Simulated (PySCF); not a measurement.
Electronic structure of Sc³⁺ (scandium, charge +3) at the UHF level

Configuration: [Ar], closed-shell 1S. Computed with PySCF 2.14 in x2c-SVPall, with scalar relativity by spin-free X2C-1e.

| Item | Value |
| --- | --- |
| Total energy | -761.624165 hartree |
| One-electron energy | -1019.5461 hartree |
| Hartree (Coulomb) energy | 295.4035 hartree |
| Exchange energy | -37.4815 hartree |
| ⟨S²⟩ | 0.0000 |
| ⟨L²⟩ | 0.000 |
| Sum of ⟨r⟩ | 11.74 bohr |
| Sum of ⟨r²⟩ | 12.98 bohr² |
| Langevin diamagnetic susceptibility | -10.3 ×10⁻⁶ cm³/mol |
| Time after the integrals | 0.06 s of wall time on 1 thread of Intel(R) Xeon(R) Platinum 8375C CPU @ 2.90GHz (shared host) |

```tsv
shell	electrons	mean orbital energy (hartree)	rms radius, mean of both spins (bohr)
1s	2	-168.15700	0.0845
2s	2	-20.59491	0.370
2p	6	-17.02593	0.339
3s	2	-3.78379	1.14
3p	6	-2.74588	1.25
```

Densities and radii are taken from the X2C orbitals without a picture-change correction, which distorts them close to the nucleus.
